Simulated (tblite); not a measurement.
Method: GFN2-xTB as coded in tblite; computed harmonic values from a numerical Hessian at the method's own geometry, unscaled. This tight-binding method is rough: wavenumbers can miss measured ones by several per cent, in bad cases by 10 to 20. Modes of hydrogen on phosphorus and silicon can be 10 to 20 % off. One conformer each. Thermal functions are those of the rigid rotor and harmonic oscillator, without mixing of conformers.

Question: Order these by their heat capacity Cp at 500 K, highest first (J/(mol K)).
A. `Fc1c(F)c(F)c(Cl)c(F)c1F`
B. `P1(CC)(=N)CCPCC1`
C. `C#CCn1nc(C)c(F)n1`
D. `C1C(=CC[P@H+]1C)[SiH3]`
E. `CSC1=C(C=O)P=C(C)P=C1`

Answer: B (296.8), E (269.9), D (247.2), C (216.6), A (210.0).

| SMILES | atoms | mass (u) | symmetry number | modes under 300 cm⁻¹ | ZPE (kJ/mol) | S translation (J/(mol K)) | S rotation | S vibration | S | Cp |
| --- | --- | --- | --- | --- | --- | --- | --- | --- | --- | --- |
| CCP1(=N)CCPCC1 | 24 | 163.07 | 1 | 9 | 521.3 | 183.1 | 132.0 | 249.7 | 564.8 | 296.8 |
| CSc1cpc(C)pc1C=O | 19 | 201.98 | 1 | 11 | 341.3 | 185.8 | 138.1 | 273.4 | 597.4 | 269.9 |
| C[P@@H+]1CC=C([SiH3])C1 | 19 | 131.04 | 1 | 7 | 382.5 | 180.4 | 127.7 | 207.1 | 515.2 | 247.2 |
| C#CCn1nc(C)c(F)n1 | 16 | 139.05 | 1 | 8 | 297.1 | 181.1 | 130.5 | 206.4 | 518.0 | 216.6 |
| Fc1c(F)c(F)c(Cl)c(F)c1F | 12 | 201.96 | 2 | 9 | 124.4 | 185.8 | 131.4 | 195.7 | 512.9 | 210.0 |

Entropies and Cp are for 500 K and 1 bar.
